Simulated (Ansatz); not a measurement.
Abridged output of a molecular run in Ansatz:

```
Functional definition: HF
1484 factors; integrals over basis functions are off by at most 8.2e-4 eV
mean field evaluation 1: about -20446.3391 eV, gradient 2.4e1 eV
mean field evaluation 2: about -20446.5763 eV, gradient 2.4e1 eV
mean field evaluation 4: about -20448.5053 eV, gradient 3.4e0 eV
mean field evaluation 8: about -20448.5620 eV, gradient 3.0e-1 eV
mean field evaluation 16: about -20448.5630 eV, gradient 1.7e-6 eV
mean field -20448.56304883 eV, -751.4708315106 hartree, gradient 1.7e-6 eV, S^2 0.000000; 0 other end points of the search recorded, 0 dependent functions left out
11 core orbitals not correlated: weight in the atoms' cores, before any rotation towards them, 1.000 or more for the frozen orbitals, at most 0.000 for the correlated occupied ones
reference -20448.56304883 eV, -751.4708315106 hartree; 17, 17 occupied and 196, 196 virtual orbitals, 1484 factors
second order -23.32006088 eV of doubles, -0.00000000 eV of singles
cycle   1  -23.46027450 eV  change   -1.4e-1 eV  update   1.2e-1
cycle   2  -24.09286486 eV  change   -6.3e-1 eV  update   3.6e-2
cycle   3  -24.21984202 eV  change   -1.3e-1 eV  update   2.2e-2
cycle   4  -24.20969577 eV  change    1.0e-2 eV  update   6.8e-3
cycle   5  -24.20614672 eV  change    3.5e-3 eV  update   4.4e-3
cycle   6  -24.20725526 eV  change   -1.1e-3 eV  update   1.8e-3
cycle   7  -24.20696728 eV  change    2.9e-4 eV  update   1.0e-3
cycle   8  -24.20692358 eV  change    4.4e-5 eV  update   3.6e-4
cycle   9  -24.20702961 eV  change   -1.1e-4 eV  update   1.2e-4
cycle  10  -24.20700088 eV  change    2.9e-5 eV  update   3.6e-5
perturbative correction -0.99568633 eV, -0.0365907976 hartree
Total energy: -20473.76573604 eV, -752.3970131825 hartree
```

Its atoms:

Cartesian coordinates in Å:
```
Cl -1.8818 -0.6648 1.3145
C -0.5775 0.2796 0.7482
C -0.5692 0.8383 -0.4806
Sn 1.0494 -1.0091 -1.1570
H 0.2059 0.4410 1.4772
H 0.1883 1.5790 -0.7125
H -1.4165 0.7431 -1.1471
H 0.6840 -2.0509 0.2163
H 2.3175 -0.1562 -0.2590
```

(1) Which basis set was used?
A. cc-pV(Q+d)Z
B. def2-TZVPPD
C. def2-SVP
D. def2-TZVPP

(2) Write the keys of the input that set method, charge and spin (a neutral closed shell needs none for the last two).

## Answers

(1) D. It gives 224 functions.

(2) 
```yaml
correlation: {method: ccsd_t}
```
